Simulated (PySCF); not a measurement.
# Molecular orbitals of BiH

r²SCAN at R = 1.805 Å; Bi cc-pVDZ-PP with ECP60, H cc-pVDZ; scalar-relativistic core potentials (PySCF 2.14). State: ³Σ⁻ (triplet), unpaired electrons π ↑↑. Only the outer orbitals are listed, counted within each symmetry, core potentials removing the inner ones.

```json
{"spin": "α", "orbital": "4σ", "occ.": "1", "ε (eV)": "-15.72", "on Bi (%)": "95", "main shells (%)": "94 Bi s"}
{"spin": "α", "orbital": "5σ", "occ.": "1", "ε (eV)": "-7.73", "on Bi (%)": "57", "main shells (%)": "51 Bi p, 43 H s"}
{"spin": "α", "orbital": "3π", "occ.": "1", "ε (eV)": "-5.47", "on Bi (%)": "100", "main shells (%)": "100 Bi p"}
{"spin": "α", "orbital": "3π", "occ.": "1", "ε (eV)": "-5.47", "on Bi (%)": "100", "main shells (%)": "100 Bi p"}
{"spin": "α", "orbital": "6σ", "occ.": "0", "ε (eV)": "-0.33", "on Bi (%)": "52", "main shells (%)": "50 Bi p, 48 H s"}
{"spin": "α", "orbital": "7σ", "occ.": "0", "ε (eV)": "5.86", "on Bi (%)": "100", "main shells (%)": "86 Bi s, 11 Bi d"}
{"spin": "α", "orbital": "8σ", "occ.": "0", "ε (eV)": "7.58", "on Bi (%)": "93", "main shells (%)": "87 Bi p"}
{"spin": "β", "orbital": "4σ", "occ.": "1", "ε (eV)": "-14.24", "on Bi (%)": "90", "main shells (%)": "89 Bi s, 10 H s"}
{"spin": "β", "orbital": "5σ", "occ.": "1", "ε (eV)": "-7.45", "on Bi (%)": "50", "main shells (%)": "50 H s, 42 Bi p"}
{"spin": "β", "orbital": "3π", "occ.": "0", "ε (eV)": "-2.98", "on Bi (%)": "100", "main shells (%)": "100 Bi p"}
{"spin": "β", "orbital": "3π", "occ.": "0", "ε (eV)": "-2.98", "on Bi (%)": "100", "main shells (%)": "100 Bi p"}
{"spin": "β", "orbital": "6σ", "occ.": "0", "ε (eV)": "0.28", "on Bi (%)": "62", "main shells (%)": "57 Bi p, 38 H s"}
```

Question: Which are the highest filled and the lowest empty level, where do they sit, and how wide is the gap?

Answer: Highest filled α 3π at -5.47 eV (in %: 100 Bi p); lowest empty β 3π at -2.98 eV (in %: 100 Bi p); the gap at r²SCAN is 2.49 eV. Both belong to one degenerate shell, split only by its one-sided filling, so this is no excitation gap.

The bond order (Mayer) is 0.97 and the ⟨S²⟩ is 2.010. The charge on Bi (Mulliken, basis-dependent) is 0.09 and the charge on Bi (Löwdin, basis-dependent) is 0.08. The dipole moment (positive dipole means Bi(−)H(+)) is -0.62 D.

These are scalar-relativistic numbers at best; spin–orbit coupling would shift them, the dissociation energy most. The state is the lowest determinant that a PBE0 search found; another state may lie lower at other levels.
